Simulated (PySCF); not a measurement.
**Core-level binding energies of `C=CP(C=C)CSC`**

Compound: C6H11PS.
Atom-mapped SMILES: `[CH2:1]=[CH:2][P:3]([CH:4]=[CH2:5])[CH2:6][S:7][CH3:8]`

Computed, not measured: PySCF 2.14.0, delta-SCF UKS SCAN, pcX-2 on the ionised atom, pcseg-1 elsewhere, spin-free X2C. Binding energies are ΔSCF values: E(core-ionised, relaxed orbitals) − E(ground state) at a fixed geometry, referred to the vacuum level.

Question: What binding energy does each computed site have?

Answer: 
```
atom(s)                 environment    level  binding energy (eV)  2p1/2 (eV)  above the level's lowest (eV)  count
     S7              sulfide sulfur     S 1s              2476.75           –                           0.00      1
     P3        phosphine phosphorus     P 1s              2149.69           –                           0.00      1
     C8             S-methyl carbon     C 1s               291.13           –                          +0.74      1
     C6  sp3 carbon bound to sulfur     C 1s               290.72           –                          +0.33      1
  C1/C5        terminal =CH2 carbon     C 1s               290.44           –                          +0.05      2
  C2/C4            alkene CH carbon     C 1s               290.39           –                           0.00      2
     P3        phosphine phosphorus  P 2p3/2               136.07      136.97                           0.00      1
```

The listed C 1s values span 0.74 eV, from C2/C4 (bonded to C (double bond), H and P) to C8 (bonded to S and 3 H). Summing the Pauling electronegativity differences to the bonded atoms, each weighted by its formal bond order, gives -0.71 for the lowest site and -1.02 for the highest; the largest sum, -0.70, belongs to C1/C5, 0.69 eV below the top. The smallest sum, -1.03, belongs to C6, 0.33 eV above the lowest.

Question: Which photon energy gives electrons from S 1s of S7 a kinetic energy of 100 eV, and what is their de Broglie wavelength?

Answer: hν = 2476.75 + 100 = 2576.75 eV, recoil neglected; λ = 12.264 Å/√(E/eV) = 1.23 Å.

Question: Which effective nuclear charge Zeff reproduces each element's mean 1s value in the hydrogen-like formula E = 13.606 eV × Zeff²?

Answer: C (Z = 6): mean 290.6 eV, Zeff = 4.62, Z − Zeff = 1.38; P (Z = 15): mean 2149.7 eV, Zeff = 12.57, Z − Zeff = 2.43; S (Z = 16): mean 2476.8 eV, Zeff = 13.49, Z − Zeff = 2.51. Means run over the listed sites, weighted by atom count.

Topologically equivalent atoms share the value of their first member; where this conformer doesn't relate them by symmetry, their own values could differ. Not every level is listed. Spin–orbit and ligand-field terms were added within each 2p shell after the spin-free SCF. 2p1/2 minus 2p3/2 (ligand field included): P 0.90 eV. One conformer (not necessarily the lowest) at the PBE0-D3(BJ)/def2-SVP geometry, without solvent, vibrations or thermal averaging.

Conformer computed: `[CH2:1]=[CH:2][P:3]([CH:4]=[CH2:5])[CH2:6][S:7][CH3:8]`: C1–C2–P3–C4 -133°, C2–P3–C4–C5 33°, C2–P3–C6–S7 178°, P3–C6–S7–C8 -167°.
